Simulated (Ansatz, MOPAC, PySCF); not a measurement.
Two conformers of C3H6O (SMILES C=CCO), B3LYP-D3(BJ)/def2-TZVP minima.
Conformer 1 (charge 0, multiplicity 1, Z-matrix in Å and degrees):
```
C
C 1 1.3271
H 2 1.0825 1 121.90
H 2 1.0847 3 116.79 1 -179.49
H 1 1.0863 2 120.26 3 1.00
C 1 1.4963 5 115.57 2 -178.74
H 6 1.0922 1 110.53 5 -60.02
H 6 1.0967 7 107.78 1 120.37
O 6 1.4280 7 105.02 8 118.62
H 9 0.9639 6 107.86 7 175.81
```
Conformer 2 (charge 0, multiplicity 1):
```xyz
10

C     -1.4517     0.3857    -0.4393
C     -0.6124    -0.5471    -0.0139
C      0.8366    -0.3350     0.2804
O      1.2016     1.0150     0.0419
H     -2.4915     0.1560    -0.6311
H     -1.1210     1.4018    -0.6056
H     -0.9591    -1.5636     0.1489
H      1.4295    -1.0179    -0.3457
H      1.0311    -0.6149     1.3262
H      2.1370     1.1200     0.2384
```

No zero-point or thermal terms.

The state that PM6 reach isn't checked.

Codes used: Ansatz (Gaussian basis) for Hartree–Fock, density functionals and correlated methods; MOPAC for PM6 (differences of heats of formation); PySCF for the dispersion terms. Values without a source in brackets are computed.

### Question
One of these levels gives 1.05 kcal/mol for the electronic energy of conformer 2 less that of conformer 1. Name it.
A) HF/cc-pVTZ
B) PM6
C) PBE-D3(BJ)/def2-TZVPP

### Answer
C, PBE-D3(BJ)/def2-TZVPP. The others give 3.28 (PM6), 0.73 (HF/cc-pVTZ)

Ansatz is a first-principles code.
